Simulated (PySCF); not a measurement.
A PySCF script (with the pyscf-properties extension) for the NMR shieldings of SMILES CO[C@@H]1[Si@@H](SC)[C@@]1(C)C=O, C$_{6}$H$_{12}$O$_{2}$SSi, on a GFN2-xTB geometry:

```python
import basis_set_exchange as bse
import numpy as np
from pyscf import gto, dft
from pyscf.prop import nmr

atoms = """
C    -2.794088    1.822363    0.151204
O    -2.282623    0.517069    0.074459
C    -0.998857    0.408727    0.591817
Si    0.475184    0.811421   -0.522833
S     2.260874    1.588395    0.323504
C     3.464581    0.270136   -0.069603
C    -0.243621   -0.853751    0.179836
C    -0.919855   -1.798489   -0.781921
C     0.635372   -1.461964    1.164548
O     1.175607   -2.540711    1.059470
H    -2.149794    2.522965   -0.397330
H    -2.871239    2.160220    1.191009
H    -3.784297    1.798261   -0.298496
H    -0.941628    0.660751    1.654738
H     0.276204    0.947502   -1.951920
H     3.125806   -0.673339    0.344251
H     4.398755    0.567910    0.393984
H     3.587797    0.201003   -1.144710
H    -1.309864   -1.271284   -1.647946
H    -0.211775   -2.559634   -1.101750
H    -1.754375   -2.289854   -0.283350
H     0.851425   -0.808309    2.038102
"""
names = dict.fromkeys(["C", "O", "Si", "S", "H"], "pcSseg-1")
basis = {el: gto.basis.parse(bse.get_basis(n, elements=[el], fmt="nwchem")) for el, n in names.items()}
mol = gto.M(atom=atoms, basis=basis, charge=0, verbose=0)
mf = dft.RKS(mol, xc="PBE0")
mf.grids.level = 2
mf.grids.alignment = dft.numint.BLKSIZE   # the property module wants whole blocks of grid points
mf.conv_tol = 1e-9
mf.kernel()

calc = nmr.RKS(mf)   # GIAO
C = mf.mo_coeff
Co = C[:, mf.mo_occ > 0]
resp = mf.gen_response(singlet=True, hermi=2)
def vind(x):   # induced exchange potential for any number of trial vectors
    d = np.einsum("pi,xij,qj->xpq", C, 2 * x.reshape(-1, C.shape[1], Co.shape[1]), Co, optimize=True)
    return np.einsum("xpq,pi,qj->xij", resp(d - d.transpose(0, 2, 1)), C, Co, optimize=True).ravel()
mo1, _ = nmr.rhf.solve_mo1(calc, with_cphf=vind)
sigma = calc.kernel(mo1)
for i, s in enumerate(sigma):   # ppm
    w = np.linalg.eigvalsh((s + s.T) / 2)
    print("%2d %-2s iso %8.1f  s11 %8.1f  s22 %8.1f  s33 %8.1f" % (i, mol.atom_pure_symbol(i), w.mean(), *w))
```

Q: What are the results?

A: 
```
 0 C  iso    122.0  s11     85.6  s22     97.8  s33    182.7
 1 O  iso    306.4  s11    280.0  s22    290.6  s33    348.5
 2 C  iso    103.6  s11     58.7  s22     92.7  s33    159.3
 3 Si iso    431.6  s11    333.1  s22    341.8  s33    619.9
 4 S  iso    687.9  s11    609.2  s22    663.4  s33    791.0
 5 C  iso    172.4  s11    157.9  s22    167.9  s33    191.5
 6 C  iso    137.1  s11     86.6  s22    139.3  s33    185.3
 7 C  iso    176.0  s11    163.5  s22    175.9  s33    188.5
 8 C  iso    -16.4  s11   -114.5  s22    -22.9  s33     88.0
 9 O  iso   -297.5  s11   -871.0  s22   -402.3  s33    380.9
10 H  iso     28.5  s11     25.3  s22     27.0  s33     33.1
11 H  iso     28.1  s11     24.6  s22     25.2  s33     34.5
12 H  iso     27.7  s11     23.4  s22     25.1  s33     34.6
13 H  iso     26.8  s11     22.5  s22     27.4  s33     30.6
14 H  iso     27.7  s11     21.9  s22     26.9  s33     34.2
15 H  iso     29.3  s11     21.6  s22     30.3  s33     36.0
16 H  iso     29.8  s11     23.7  s22     26.6  s33     39.2
17 H  iso     29.7  s11     24.5  s22     27.4  s33     37.2
18 H  iso     31.0  s11     26.2  s22     30.1  s33     36.5
19 H  iso     29.1  s11     24.6  s22     27.0  s33     35.7
20 H  iso     30.5  s11     24.7  s22     28.1  s33     38.6
21 H  iso     22.0  s11     18.2  s22     21.2  s33     26.7
```

These numbers come from an equivalent density-fitted implementation of the same equations, which agrees with the script to about 0.01 ppm for H and up to a few tenths of a ppm for heavy atoms, so last digits may differ.

Q: Turn these shieldings into chemical shifts. Shifts are taken against calculated references (same method and geometry level): TMS for ¹³C (186.93 ppm), ²⁹Si (349.16 ppm), ¹H (31.72 ppm); ¹⁷O (336.08 ppm) vs H2O; ³³S (503.73 ppm) against CS2.

A: Averaging equivalent atoms: C 8: 203.4; C 2: 83.4; C 0: 64.9; C 6: 49.8; C 5: 14.5; C 7: 11.0; O 9: 633.6; O 1: 29.7; Si 3: -82.5; S 4: -184; H 21: 9.67; H 13: 4.87; H 14: 4.02; H 10/11/12: 3.62; H 15/16/17: 2.10; H 18/19/20: 1.54 ppm. Unscaled 17O shifts of doubly bonded oxygen tend to come out too high, by tens of ppm or more. Experimental scales use liquid or dissolved standards, which lie at an offset from isolated H2O (liquid H2O: subtract about 36 ppm).

Size and cost of the density-fitted run: 244 basis functions, 30 s wall time on 1 thread of an AMD EPYC 9R45 96-Core, shared host; peak memory 1.1 GiB.
